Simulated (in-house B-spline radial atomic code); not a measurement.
Whole-atom quantities along the 22-electron series, configuration [Ar] 3d4. Breit and QED terms are first order and not part of the total energy; the density at the nucleus is averaged over the nuclear charge. Computed with an all-electron radial atomic-structure program (B-spline basis): Dirac-Hartree-Fock, average of the configuration, finite nuclei.

```tsv
ion	Z	E/Z² (Eh)	Σ<r²> (bohr²)	n(0)/Z³ (bohr⁻³)	Lamb diamagnetic shielding (ppm)	repulsion over attraction	Breit energy (eV)	self-energy (eV)	vacuum polarisation (eV)	Dirac less non-relativistic energy (Eh)
V+	23	-1.7919	22.294	0.80323	1742.26	0.15537	8.3592	6.0361	-0.47471	-5.3756
Cr2+	24	-1.821	16.399	0.81747	1841.7	0.15229	9.6676	7.0068	-0.56371	-6.4555
Mn3+	25	-1.8487	13.147	0.83211	1940.64	0.1488	11.114	8.083	-0.66482	-7.6958
Fe4+	26	-1.8751	10.96	0.84756	2039.49	0.14518	12.706	9.271	-0.77913	-9.1119
Co5+	27	-1.9002	9.3528	0.86341	2138.43	0.14155	14.449	10.577	-0.90779	-10.72
Ni6+	28	-1.9241	8.1114	0.88054	2237.52	0.13796	16.351	12.009	-1.052	-12.537
Cu7+	29	-1.9469	7.1215	0.89694	2336.85	0.13446	18.418	13.572	-1.213	-14.582
Zn8+	30	-1.9687	6.3138	0.91466	2436.44	0.13106	20.658	15.273	-1.3923	-16.872
Ga9+	31	-1.9895	5.6432	0.93274	2536.33	0.12777	23.079	17.121	-1.591	-19.429
Ge10+	32	-2.0094	5.0785	0.95135	2636.55	0.12459	25.687	19.121	-1.8108	-22.272
As11+	33	-2.0284	4.5975	0.97149	2737.13	0.12153	28.49	21.282	-2.0533	-25.423
Se12+	34	-2.0467	4.1837	0.99209	2838.08	0.11858	31.495	23.612	-2.32	-28.906
Br13+	35	-2.0643	3.8247	1.0139	2939.44	0.11574	34.711	26.117	-2.6126	-32.743
Kr14+	36	-2.0812	3.5109	1.0365	3041.22	0.11302	38.144	28.806	-2.933	-36.958
Rb15+	37	-2.0974	3.2348	1.0602	3143.44	0.1104	41.802	31.687	-3.2831	-41.578
Sr16+	38	-2.1131	2.9904	1.0849	3246.12	0.10787	45.693	34.769	-3.6648	-46.629
```

Problem. With what power of Z does the column «self-energy (eV)» change over this range?

Solution. A fit of the logarithm of its size against log Z from Z = 23 to 38 has slope 3.49. One-loop self-energy scales as Z⁴F(Zα), with F falling from low Z to about Z = 90.
